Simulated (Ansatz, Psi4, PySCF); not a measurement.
Species: C2HCl2 (charge 0, doublet). SMILES: Cl/[C]=C\Cl
Geometry from a B3LYP-D3(BJ)/def2-TZVP (Ansatz, a quantum-chemistry and plane-wave program) optimisation:
```
C
C 1 1.3063
H 1 1.0796 2 122.65
Cl 2 1.6563 1 137.77 3 180.00
Cl 1 1.7524 3 113.89 2 -180.00
```
Charge 0, spin multiplicity 2.

Property: size of the dipole moment, in D. Terms: six Cartesian d functions in 6-31G* and its kin unless marked 5d; spin-orbit terms left out; LANL2DZ with its own core potentials from Na on; no dispersion term unless named; non-relativistic; UHF or UKS for open shells. Ab initio and DFT rows: single points at B3LYP-D3(BJ) geometries (Ansatz).

```json
[
 {"level": "PBE/3-21G", "program": "Ansatz", "size of the dipole moment (D)": "0.82"},
 {"level": "BLYP/6-31G*", "program": "Ansatz", "size of the dipole moment (D)": "0.81"},
 {"level": "B3LYP/LANL2DZ", "program": "Ansatz", "size of the dipole moment (D)": "0.89"},
 {"level": "B3LYP/6-31G*", "program": "Ansatz", "size of the dipole moment (D)": "0.89"},
 {"level": "B3LYP/6-31+G*", "program": "Ansatz", "size of the dipole moment (D)": "0.79"},
 {"level": "B3LYP/def2-SVP", "program": "Ansatz", "size of the dipole moment (D)": "0.59"},
 {"level": "B3LYP/cc-pVDZ", "program": "Ansatz", "size of the dipole moment (D)": "0.73"},
 {"level": "wB97X-D/6-31G*", "program": "Psi4", "size of the dipole moment (D)": "0.94"},
 {"level": "B3PW91/6-31G* (5d)", "program": "PySCF", "size of the dipole moment (D)": "0.89"}
]
```

No value to compare with is used here. The 9 habitual levels span 0.59 (B3LYP/def2-SVP) to 0.94 D (wB97X-D/6-31G*).

The levels are drawn from those run, B3LYP/6-31G* more often than the rest, none by its result; left out are runs that failed, that the program found above a lower state of the same kind, or whose <S^2> lies over 0.5 above the pure value.
